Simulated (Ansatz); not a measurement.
```xyz
14

C    -0.024   -1.391    0.538
C    -0.734   -0.047    0.446
C     0.094    1.075    1.060
Ge   -1.286    0.409   -1.448
N     0.386    0.400   -2.164
H     0.199   -1.651    1.580
H    -0.624   -2.206    0.122
H     0.928   -1.384    0.000
H    -1.680   -0.118    0.997
H     1.052    1.196    0.546
H    -0.419    2.041    1.018
H     0.317    0.873    2.115
H     1.245    0.204   -1.672
H     0.544    0.600   -3.138
```

Total charge 0; spin multiplicity 1.

**Question.** List the ωB97M-V/def2-TZVPP orbital energies in eV (Ansatz). (Estimate.)

**Answer.** Ansatz gave: Occupied: -10865.81, -1361.61, -1209.39, -1209.32, -1209.29, -394.29, -281.10, -281.10, -281.00, -173.37, -122.78, -122.57, -122.45, -35.54, -35.46, -35.36, -35.30, -35.19, -26.18, -24.44, -21.79, -18.84, -16.61, -16.23, -14.88, -14.19, -13.70, -13.15, -11.91, -11.87, -10.78, -10.17, -8.05. Lowest empty: 0.55, 2.21, 2.84, 3.69, 3.85, 4.00, 4.38, 4.65.
